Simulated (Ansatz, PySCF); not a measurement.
Gas-phase reaction in SMILES: NC1CCC1 -> [CH]1CCC1 + [NH2] (NH2) (the C-N bond at the site shown breaks; other sites are not compared here)
Each molecule is optimised on its own at B3LYP-D3(BJ)/def2-TZVP (Ansatz, an electronic-structure program), one conformer each, not searched for the lowest.

Property: bond dissociation energy (enthalpy at 298 K, with B3LYP-D3(BJ) rigid-rotor harmonic-oscillator terms from PySCF), in kcal/mol. Valence correlation only, unless marked. UHF or UKS for open shells. Spin-orbit coupling is left out. No relativistic terms. CBS marks a two-point X^-3 extrapolation of the correlation energy; Hartree-Fock from the larger set. [CCSD(T)-MP2]/basis is that difference in the basis named.

| level | program | bond dissociation energy (kcal/mol) | minus last row |
|---|---|---|---|
| HF/STO-3G | Ansatz | 65.6 | -23.4 |
| PBE0/def2-TZVP | Ansatz | 83.2 | -5.8 |
| BHLYP/def2-TZVPD | Ansatz | 76.7 | -12.3 |
| LC-wPBE-D3(BJ)/def2-TZVPD | Ansatz + dftd3 | 85.2 | -3.8 |
| MP2/STO-3G | Ansatz | 84.5 | -4.5 |
| RI-MP2/CBS(cc-pVTZ,cc-pVQZ) | Ansatz | 95.8 | 6.8 |
| RI-MP2/CBS(cc-pVTZ,cc-pVQZ)+[CCSD(T)-MP2]/cc-pVDZ | Ansatz | 89.0 | 0.0 |
